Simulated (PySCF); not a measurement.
## Multinuclear NMR of CH3Cl5Si2

Geometry:
```json
{"atom": "C1", "x (Å)": "-1.739", "y (Å)": "0.256", "z (Å)": "-0.312"}
{"atom": "Si2", "x (Å)": "-0.303", "y (Å)": "-0.558", "z (Å)": "0.518"}
{"atom": "Cl3", "x (Å)": "-0.307", "y (Å)": "-2.569", "z (Å)": "0.130"}
{"atom": "Cl4", "x (Å)": "-0.391", "y (Å)": "-0.261", "z (Å)": "2.542"}
{"atom": "Si5", "x (Å)": "1.759", "y (Å)": "0.265", "z (Å)": "-0.194"}
{"atom": "Cl6", "x (Å)": "1.953", "y (Å)": "-0.024", "z (Å)": "-2.206"}
{"atom": "Cl7", "x (Å)": "1.860", "y (Å)": "2.269", "z (Å)": "0.182"}
{"atom": "Cl8", "x (Å)": "3.293", "y (Å)": "-0.668", "z (Å)": "0.761"}
{"atom": "H9", "x (Å)": "-1.671", "y (Å)": "0.127", "z (Å)": "-1.394"}
{"atom": "H10", "x (Å)": "-1.748", "y (Å)": "1.323", "z (Å)": "-0.080"}
{"atom": "H11", "x (Å)": "-2.672", "y (Å)": "-0.190", "z (Å)": "0.039"}
```

A single conformation, relativity neglected, equivalent nuclei averaged, gas phase. σ from GIAO-B97-2/pcSseg-2; PBE0-D3(BJ)/def2-TZVP structure; PySCF.

Where does 29Si resonate?

Results:


| atoms | environment | σ (ppm) | δ (ppm) |
| --- | --- | --- | --- |
| Si2 | silicon bonded to C, 2 Cl, Si | 326.8 | 10.8 |
| Si5 | silicon bonded to 3 Cl, Si | 334.2 | 4.1 |

Shieldings were converted by a linear fit to measured shifts: 29Si (scatter 6.0 ppm rms, 28.9 ppm with the 5 outliers that the fit left out vs TMS, solution or neat liquid). A few per cent of atoms miss by over 2 rms, more outside the fitted compound classes.

On a 300 MHz spectrometer 29Si resonates near 59.6 MHz, so 1 ppm is 59.6 Hz.
